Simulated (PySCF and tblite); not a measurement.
Results of a calculation; reference values are marked as such.
C₅H₄O₃, numbered as in [O:1]=[C:2]([OH:3])[c:4]1[cH:5][cH:6][o:7][cH:8]1.

Conformers came from 90 starts (ETKDG and KDG, MMFF94s, GFN2-xTB); geometries are PBE0-D3(BJ)/def2-SVP. Energies: PBE0-D3(BJ)/pcSseg-1 (IEF-PCM, acetonitrile), with GFN2-xTB thermal terms (modes under about 100 cm⁻¹ blended into free rotors). Symmetry numbers and mirror images are counted. Conformers within 3 kcal/mol (GFN2-xTB free energy) were kept, 4 at most. Codes: tblite and PySCF.

Torsions listed: O1–C2–O3–H3, O3–C2–C4–C5.

```tsv
conformer	shape	symmetry	E(GFN2) kcal/mol
1	0°, 0°	Cs	0.10
2	0°, 180°	Cs	0.00
```

**Question.** Which of these conformers is the most populated at 298.15 K, and with what share?

**Answer.** Conformer 2, about 59 %. The lead over the next is within the error of the method.

**Question.** Give the DFT energies and free energies relative to the lowest, and all weights.

**Answer.** 
```tsv
conformer	shape	E(DFT) kcal/mol	G(298.15 K) kcal/mol	weight %
1	0°, 0°	0.19	0.23	40.5
2	0°, 180°	0.00	0.00	59.5
```

**Question.** How does its share change from 150 K to 400 K?

**Answer.** From 68 % to 57 %; the mixing entropy goes from 1.25 to 1.36 cal/(mol K).
